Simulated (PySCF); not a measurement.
## Pm⁵⁶⁺: fine-structure interval

Pm⁵⁶⁺ [He] 2s2 2p1 [2p1/2^1, M_J = 1/2] → Pm⁵⁶⁺ [He] 2s2 2p1 [2p3/2^1, M_J = 3/2], as a difference of total energies. Calculation: PySCF 2.14, in an uncontracted even-tempered set (17 s from 37 bohr⁻², ratio 2.4; 13 p from 48 bohr⁻², ratio 2.4; 5 d from 150 bohr⁻², ratio 2.6; 4 f from 230 bohr⁻², ratio 2.6); the two-component X2C-1e Hamiltonian. Correlated levels: nothing frozen; the 32 highest virtual spinors dropped. "Screened" scales the spin-orbit matrix elements by Boettger's factors to mimic the two-electron term; Breit and QED terms are absent.

```tsv
method	fine-structure interval (cm⁻¹)
GHF (screened spin-orbit)	5018900
GMP2 (screened spin-orbit)	5005500
GHF (bare spin-orbit)	5201300
```
